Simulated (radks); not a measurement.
Initial-state core-level shifts of the barium ion Ba+ when its valence configuration changes from [Xe] 6s1. Method: Dirac Kohn-Sham, BLYP, spin-unpolarised, spherical densities, finite nucleus; open shells fill j = l - 1/2 first; Fermi nuclear charge, rms radius 4.8378 fm; computed with a radial shooting solver on a logarithmic mesh with Libxc functionals. Shifts are changes of the shell-averaged eigenvalues in eV (positive: less bound); the change of the density at the nucleus, which sets a Mossbauer isomer shift, is in e/bohr^3, on a base of 3.229e+05.

valence          3p      3d      4d      5s  density at nucleus
5d1          +1.866  +1.873  +1.854  +1.775              -18.92
5d0.5 6s0.5  +0.974  +0.978  +0.966  +0.919               -9.92
4f1          +3.442  +3.403  +3.095  +1.723              -24.74
4f0.5 6s0.5  +2.815  +2.789  +2.556  +1.573              -14.70
6s0.5 6p0.5  -0.500  -0.500  -0.495  -0.480               -7.89
6p1          -0.990  -0.990  -0.982  -0.950              -16.10
